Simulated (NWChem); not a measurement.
**Correlation energy of I (-1)**

```
I
```
Charge -1, spin multiplicity 1.

The numbers come from NWChem runs, not from measurements.

Basis set: def2-TZVPD. Each correlation energy counts from its own Hartree-Fock reference.

Effective core potentials replace the inner electrons of I; spin-orbit coupling is left out. The correlated methods keep 4 core orbitals frozen. Coupled-cluster values serve here as a point of comparison, not as the truth.

For the correlation energy, MP2 gives -502.4 mHa and SCS-MP2 gives -442.4 mHa. What do CCSD, CCSD+T(CCSD), CCSD(T) give?

CCSD: -475.0 mHa; CCSD+T(CCSD): -484.7 mHa; CCSD(T): -484.6 mHa.
